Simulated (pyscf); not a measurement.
Thermochemistry of product channels of difluorosilylene (F–Si:–F) [singlet] + difluorosilylene (F–Si:–F) [singlet] on the singlet surface, in kcal/mol, from CCSD(T)/def2-TZVPP + ΔMP2(QZVPP) energies (ideal gas, 1 atm, RRHO with modes under 100 cm⁻¹ raised to 100, one conformer, R ln 2 for chiral ones without a mode under 150 cm⁻¹). Single points on ωB97X-D3(BJ)/def2-SVP structures (PySCF, gas phase). MP2 and CC: frozen core, UHF for open shells. ΔMP2 is the change of the MP2 total energy from the triple- to the quadruple-zeta basis.

| products | ΔE | ΔH(298 K) | ΔG(900 K) | ΔG(1200 K) |
|---|---|---|---|---|
| F–Si(F)=Si(F)–F | -4.0 | -2.6 | +27.2 | +36.2 |
| F–Si:–Si(F)(F)–F [singlet] | -14.0 | -12.2 | +19.3 | +29.0 |

These are energies of the channels, which say nothing of barriers. The CCSD(T) − MP2 part came from Ansatz, without density fitting, on the same reference.
